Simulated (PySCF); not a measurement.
BrHSeTe. Atoms are numbered in the order given.

```xyz
4

Te    -0.0570    -0.0590     0.9003
Br     1.7340     1.0273    -0.5232
Se    -1.6679    -0.9022    -0.8080
H     -1.0175    -2.2085    -1.0313
```
Charge 0, spin multiplicity 1.

Geometry: PBE0-D3(BJ)/def2-SVP. This is a generated structure with no PubChem entry under its InChIKey; it may be hypothetical. The def2 effective core potentials stand for the cores of Te; spin–orbit coupling is left out. The values are those of a single conformer.

Computed with PySCF 2.14.0 with TDA-LC-ωPBE/def2-SVPD.

Vertical excitations. The molecule is in vacuum.

| state | energy (eV) | λ (nm) | f | main pairs |
|---|---|---|---|---|
| S1 | 2.65 | 468 | 0.000 | HOMO→LUMO 92 % |
| S2 | 3.49 | 355 | 0.001 | HOMO→LUMO+1 87 % |
| S3 | 4.29 | 289 | 0.013 | HOMO−1→LUMO+1 52 %, HOMO−1→LUMO 34 % |
| S4 | 4.57 | 271 | 0.013 | HOMO−2→LUMO 81 % |
| S5 | 4.97 | 249 | 0.041 | HOMO−1→LUMO 49 %, HOMO−1→LUMO+1 29 % |
| S6 | 5.18 | 239 | 0.004 | HOMO−3→LUMO 89 % |
| S7 | 6.07 | 204 | 0.013 | HOMO−1→LUMO+2 32 %, HOMO→LUMO+2 27 %, HOMO−2→LUMO+1 10 %, HOMO−1→LUMO+6 6 % |
| S8 | 6.22 | 199 | 0.030 | HOMO→LUMO+2 35 %, HOMO−1→LUMO+2 33 %, HOMO−1→LUMO+6 6 %, HOMO→LUMO+6 6 % |
| S9 | 6.30 | 197 | 0.077 | HOMO−4→LUMO 52 %, HOMO−2→LUMO+1 18 % |
| S10 | 6.55 | 189 | 0.221 | HOMO−2→LUMO+1 43 %, HOMO−4→LUMO 24 % |
| T1 | 1.88 | 660 | 0 | HOMO→LUMO 93 % |
| T2 | 2.81 | 442 | 0 | HOMO→LUMO+1 87 % |
| T3 | 3.59 | 345 | 0 | HOMO−1→LUMO 49 %, HOMO−1→LUMO+1 40 % |
| T4 | 3.87 | 320 | 0 | HOMO−2→LUMO 90 % |
Triplets are in the Tamm–Dancoff approximation.
